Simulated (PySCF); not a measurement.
# UHF on Zn (zinc, neutral)

Configuration: [Ar] 3d10 4s2, closed-shell 1S. Calculation: PySCF 2.14, in 6-31G* (5s4p2d1f, 34 functions); the non-relativistic Hamiltonian (point nucleus).

```
Total energy                                     : -1777.481098 hartree
One-electron energy                              : -2484.6097 hartree
Hartree (Coulomb) energy                         : 776.8408 hartree
Exchange energy                                  : -69.7122 hartree
Kinetic energy                                   : 1777.34907 hartree
⟨S²⟩                                             : 0.0000
⟨L²⟩                                             : 0.000
Sum of ⟨r⟩                                       : 21.92 bohr
Sum of ⟨r²⟩                                      : 34.95 bohr²
Density at the nucleus (Gaussians lack the cusp) : 17400 bohr⁻³
Langevin diamagnetic susceptibility              : -27.7 ×10⁻⁶ cm³/mol
Time after the integrals                         : 0.08 s of wall time on 1 thread of Neoverse-V1 (shared host)
```

```
shell  electrons  mean orbital energy (eV)  rms radius, mean of both spins (bohr)
   1s          2                   -9612.5                                 0.0591
   2s          2                   -1206.2                                  0.248
   2p          6                   -1058.4                                  0.221
   3s          2                   -152.30                                  0.742
   3p          6                   -103.43                                  0.783
   3d         10                   -19.743                                  0.963
   4s          2                    -7.692                                   3.20
```
